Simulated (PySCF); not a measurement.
## Basis-set dependence of BAs at CCSD(T)

PySCF, ROHF reference; triplet, unpaired electrons σ ↑, π ↑; De to B + As without counterpoise correction. Frozen cores follow the default of each basis and core potential.

| basis | relativity | functions | Re (Å) | ωe (cm⁻¹) | De (eV) | frozen orbitals |
| --- | --- | --- | --- | --- | --- | --- |
| cc-pVDZ/cc-pVDZ-PP | scalar-relativistic core potentials | 37 | 1.885 | 773 | 2.29 | 5 |
| x2c-SVPall | spin-free X2C | 46 | 1.864 | 799 | 2.47 | 10 |
| x2c-TZVPPall | spin-free X2C | 79 | 1.861 | 790 | 2.71 | 10 |
| def2-TZVPPD | no relativity | 91 | 1.864 | 790 | 2.73 | 10 |

(1) How does each smaller set differ from the one with most functions, def2-TZVPPD?

Correlated steps freeze the inner cores (5 to 10 orbitals); shallow outer-core shells are correlated. Correlated levels converge slowly with the basis: in double zeta they bind strong bonds too weakly, by up to about 1 eV, and carry superposition errors of some tenths. Spin–orbit coupling is left out. The state is the lowest determinant that a PBE0 search found; another state may lie lower at other levels.

Answers

(1) cc-pVDZ/cc-pVDZ-PP: +2.1 pm, -2.2 % in ωe, -0.44 eV in De; x2c-SVPall: +0.0 pm, +1.1 % in ωe, -0.26 eV in De; x2c-TZVPPall: -0.3 pm, +0.0 % in ωe, -0.02 eV in De. All at CCSD(T); the set with most functions is neither the basis-set limit nor always the best. The rows treat relativity differently, so the differences are not basis effects alone.
